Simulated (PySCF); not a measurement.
Polarisability and C₆ of As (arsenic, neutral)

[Ar] 3d10 4s2 4p3, high-spin 4S determinant. Computed with PySCF 2.14 in aug-cc-pVTZ-PP with ECP10MDF (6s5p4d2f, 55 functions), with scalar relativity through the core potential. Coupled (time-dependent) response in atomic units; α is the mean over directions.

| method | mean α (bohr³) | C₆ (like pair) | S(−4) |
| --- | --- | --- | --- |
| UHF | 30.31 | 256.2 | 263.9 |
| PBE | 33.64 | 287.8 | 380.3 |
| PBE0 | 31.96 | 271.0 | 321.7 |
| M06 | 30.75 | 247.0 | 335.3 |
| B3LYP | 32.63 | 276.3 | 349.4 |

S(−4) is the Cauchy moment in α(ω) = α(0) + S(−4) ω² + …

Reference α: 30 ± 1 bohr³ (recommended; Schwerdtfeger and Nagle, table of static dipole polarizabilities (2023 update)). Published C₆: 246.0 (Chu and Dalgarno (2004); Tang, Norbeck and Certain (1976)).

α(iu) at B3LYP:

```json
{"u (hartree)": "0", "α(iu) (bohr³)": "32.63"}
{"u (hartree)": "0.0500", "α(iu) (bohr³)": "31.78"}
{"u (hartree)": "0.100", "α(iu) (bohr³)": "29.58"}
{"u (hartree)": "0.200", "α(iu) (bohr³)": "23.64"}
{"u (hartree)": "0.300", "α(iu) (bohr³)": "18.20"}
{"u (hartree)": "0.500", "α(iu) (bohr³)": "11.01"}
{"u (hartree)": "0.750", "α(iu) (bohr³)": "6.504"}
{"u (hartree)": "1.00", "α(iu) (bohr³)": "4.246"}
{"u (hartree)": "1.50", "α(iu) (bohr³)": "2.221"}
{"u (hartree)": "2.00", "α(iu) (bohr³)": "1.376"}
{"u (hartree)": "3.00", "α(iu) (bohr³)": "0.6883"}
{"u (hartree)": "5.00", "α(iu) (bohr³)": "0.2779"}
```

A single London oscillator, α(iu) = α/(1 + u²/ω²), gives C₆ = (3/4) ω α². Matching the computed C₆ needs ω = 4 × 276.3 / (3 × 32.63²) = 0.346 hartree.

Energies and moments cover only the electrons outside the core potential.
